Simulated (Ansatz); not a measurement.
Basis sets compared for GeSe2 (the lowest singlet isomer of a short search). Charge 0, multiplicity 1. Geometry r2SCAN-D4/def2-TZVP. Ansatz on 4 threads of Arm Neoverse V2 on a shared host; times are rough, and most runs start from earlier orbitals.

```xyz
3

Ge    1.147    0.694   -0.045
Se   -0.392   -0.721   -1.121
Se   -0.754    0.027    1.166
```

The structure comes from a short search, and lower isomers may exist.

Binding counts from free atoms (Ge triplet, Se triplet) in the same basis, without a counterpoise term.

```tsv
level	functions	energy (Eh)	HOMO (eV)	LUMO (eV)	binding per atom (eV)	wall time
PBE-D4/def2-SVP	96	-6878.3039	-5.00	-3.41	2.74	0.65 s
PBE-D4/def2-TZVP	144	-6879.1560	-5.12	-3.48	2.76	1 s
r2SCAN-D4/def2-TZVP (with forces)	144	-6880.1433	-5.37	-3.47	2.62	2.9 s
PBE0-D4/def2-SVP	96	-6878.4985	-6.09	-2.77	2.55	1.1 s
PBE0-D4/def2-TZVP	144	-6879.3507	-6.16	-2.80	2.59	1.9 s
```

Question: Estimate the rows for PBE-D4/def2-TZVPD, r2SCAN-D4/def2-TZVPD, PBE0-D4/def2-TZVPD.

Answer: 
```
               level  functions  energy (Eh)  HOMO (eV)  LUMO (eV)  binding per atom (eV)  wall time
   PBE-D4/def2-TZVPD        168   -6879.1575      -5.17      -3.52                   2.76      1.6 s
r2SCAN-D4/def2-TZVPD        168   -6880.1446      -5.39      -3.49                   2.63      3.3 s
  PBE0-D4/def2-TZVPD        168   -6879.3521      -6.19      -2.84                   2.59      2.8 s
```
